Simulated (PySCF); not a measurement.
**Excitation energy of Zr⁺ by level of theory**

Zr⁺ [Kr] 4d2 5s1 (4F) → Zr⁺ [Kr] 4d3 (4F), as a difference of total energies. All numbers are calculated (PySCF 2.14, a scalar-relativistic core potential, in def2-QZVPPD with the def2 core potential (28 electrons)). Correlated levels: valence: 4s2 4p6 frozen. The calculations carry no spin-orbit coupling.

```csv
method,excitation energy (eV),error (eV)
UHF,0.495,+0.183
MP2 (valence),0.397,+0.085
SCS-MP2 (valence),0.462,+0.150
CCSD (valence),0.385,+0.073
CCSD(T) (valence),0.384,+0.072
```

Reference: 0.312 eV (measured; NIST levels, between the centres of gravity of the two terms).

Errors of the correlated levels include the incompleteness of this basis and the frozen core.
